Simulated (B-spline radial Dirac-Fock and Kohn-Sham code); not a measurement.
# How the levels of silver move as electrons are removed

Method: ΔSCF Dirac-Fock with Breit, self-energy and vacuum polarisation, finite nucleus, configuration average. Computed with a radial finite-basis atomic code. Each ion is free and in its tabulated ground configuration. Correlation energy is missing from these numbers.

Reference: Ag¹⁰⁺, [Kr] 4d1, with L1 (2s) 4036.3 eV, L2 (2p1/2) 3748.6 eV, M1 (3s) 937.5 eV, M4 (3d3/2) 589.6 eV, N1 (4s) 296.6 eV. Shifts from it, in eV (a dash: the subshell is empty, belongs to an open shell averaged over j, or its hole state is left out as unreliable):

| ion | configuration | L1 (2s) | L2 (2p1/2) | M1 (3s) | M4 (3d3/2) | N1 (4s) |
| --- | --- | --- | --- | --- | --- | --- |
| Ag¹¹⁺ | [Ar] 3d10 4s2 4p6 | +30.1 | +30.1 | +28.4 | +28.4 | +23.8 |
| Ag¹²⁺ | [Ar] 3d10 4s2 4p5 | +63.2 | +63.3 | +59.4 | +59.7 | +47.4 |
| Ag¹³⁺ | [Ar] 3d10 4s2 4p4 | +97.2 | +97.6 | +91.1 | +91.7 | +71.5 |
| Ag¹⁴⁺ | [Ar] 3d10 4s2 4p3 | +132.2 | – | +123.7 | +124.5 | +96.1 |
| Ag¹⁵⁺ | [Ar] 3d10 4s2 4p2 | +168.2 | +168.9 | +156.9 | +158.2 | +121.2 |
| Ag¹⁶⁺ | [Ar] 3d10 4s2 4p1 | +205.1 | +206.0 | +190.9 | +192.5 | +146.7 |
| Ag¹⁷⁺ | [Ar] 3d10 4s2 | +242.9 | +244.1 | +225.7 | +227.7 | +172.7 |
| Ag¹⁸⁺ | [Ar] 3d10 4s1 | +281.2 | +283.6 | – | +264.4 | +203.0 |
